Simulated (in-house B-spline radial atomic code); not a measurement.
Results of a calculation; reference values are marked as such.
# Weak and strong correlation along the adiabatic connection

Two-electron singlets in several external potentials (atomic units), by full CI in B-splines with partial waves to l = 8 (correlation energies up to 0.6 % small). The repulsion is scaled by λ at fixed density; W(λ) is the mean repulsion less the Hartree energy, W(0) = E_x, and the area under W from 0 to 1 is E_xc.

Relative drop (W(λ) − E_x)/E_x:

```
                             system  λ = 0.12  λ = 0.25  λ = 0.4  λ = 0.6  λ = 0.8   λ = 1
 −Z/r, Z = 0.932, wall at 5.08 bohr    0.0224    0.0439   0.0658   0.0910   0.1125  0.1310
   ω²r²/2 − Z/r, ω = 0.136, Z = 0.3    0.0358    0.0678   0.0981   0.1303   0.1557  0.1763
  −Z exp(−kr)/r, Z = 8.32, k = 1.01    0.0023    0.0047   0.0075   0.0111   0.0147  0.0182
     ω²r²/2 − Z/r, ω = 0.165, Z = 2    0.0108    0.0218   0.0338   0.0487   0.0625  0.0753
 −Z exp(−kr)/r, Z = 3.04, k = 0.148    0.0067    0.0137   0.0215   0.0314   0.0409  0.0498
    ω²r²/2 − Z/r, ω = 0.65, Z = 0.3    0.0175    0.0348   0.0529   0.0744   0.0932  0.1098
−V exp(−r²/w²), V = 0.689, w = 12.4    0.0559    0.1010   0.1396   0.1767   0.2034  0.2236
```

(1) Order the systems by how far second-order (GL2) theory, half the initial slope (estimated from the first points of each curve), overshoots the correlation energy, least first.
A. −V exp(−r²/w²), V = 0.689, w = 12.4
B. ω²r²/2 − Z/r, ω = 0.136, Z = 0.3
C. −Z exp(−kr)/r, Z = 3.04, k = 0.148
D. −Z exp(−kr)/r, Z = 8.32, k = 1.01
E. ω²r²/2 − Z/r, ω = 0.165, Z = 2
F. ω²r²/2 − Z/r, ω = 0.65, Z = 0.3
G. −Z/r, Z = 0.932, wall at 5.08 bohr

(2) What else changes along this order?

Results:

(1) D (GL2/E_c = 1.03), C (GL2/E_c = 1.09), E (GL2/E_c = 1.15), F (GL2/E_c = 1.25), G (GL2/E_c = 1.33), B (GL2/E_c = 1.54), A (GL2/E_c = 1.85).

(2) The ratio follows the bend of the curve. With it the leading natural occupation goes from 1.999 to 1.804 and −T_c/E_c from 0.97 to 0.54 between the first and the last.
